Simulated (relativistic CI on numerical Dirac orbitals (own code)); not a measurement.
# Transition arrays of Kr¹⁰⁺

These numbers are calculated, not measured: Dirac-Coulomb-Breit CI, KLI orbitals optimised for each configuration, a model potential for QED, valence Slater integrals scaled by 0.9, whole transition arrays (own radial code, finite nucleus).

Configuration list (outside the closed core [Ne] 3s2): 3p6.3d8, 3p6.3d7.4f, 3p5.3d9, 3p6.3d7.4p, 3p6.3d7.5f. Levels of other configurations are missing.

All E1 lines from the levels of 3p6.3d8; mean and standard deviation are weighted by gf, and upper levels are sorted by their leading configuration.

| Upper configuration | Lines | Σgf | Mean (eV) | Mean (nm) | σ (eV) | Strongest line (nm) |
| --- | --- | --- | --- | --- | --- | --- |
| 3p6.3d7.4f | 721 | 118.7 | 206.85 | 5.994 | 3.35 | 5.949 |
| 3p5.3d9 | 60 | 23.8 | 126.67 | 9.788 | 5.95 | 9.235 |
| 3p6.3d7.4p | 466 | 19.8 | 139.37 | 8.896 | 3.25 | 8.976 |
| 3p6.3d7.5f | 721 | 82.2 | 244.31 | 5.075 | 3.61 | 5.031 |

Σgf per state of the lower configuration in bins of 0.2 nm over the central range (centre: value): 4.9: 0.20, 5.1: 1.55, 5.3: 0.08, 5.7: 0.04, 5.9: 1.61, 6.1: 0.91, 6.3: 0.07, 8.7: 0.13, 8.9: 0.17, 9.1: 0.12, 9.3: 0.11, 9.5: 0.03, 9.7: 0.14, 9.9: 0.03, 10.1: 0.08.

Task: How do configuration mixing and the scaling of the Slater integrals move the arrays?

Result: Slater scale 0.9, no configuration mixing: 3p6.3d7.4f 207.0 ± 3.4 eV (Σgf 129.2), 3p5.3d9 128.2 ± 6.5 eV (Σgf 27.9), 3p6.3d7.4p 140.2 ± 3.1 eV (Σgf 21.0), 3p6.3d7.5f 244.1 ± 3.6 eV (Σgf 60.6); Slater scale 1: 3p6.3d7.4f 207.3 ± 3.7 eV (Σgf 119.2), 3p5.3d9 124.8 ± 5.4 eV (Σgf 19.0), 3p6.3d7.4p 138.7 ± 3.6 eV (Σgf 24.1), 3p6.3d7.5f 244.6 ± 4.0 eV (Σgf 82.9); Slater scale 0.8: 3p6.3d7.4f 206.4 ± 3.0 eV (Σgf 118.2), 3p5.3d9 127.0 ± 5.7 eV (Σgf 25.5), 3p6.3d7.4p 139.6 ± 2.8 eV (Σgf 18.6), 3p6.3d7.5f 244.1 ± 3.2 eV (Σgf 81.5). With mixing, levels are counted to their leading configuration, so an array can shrink or vanish into another, and the sums then hold other lines.
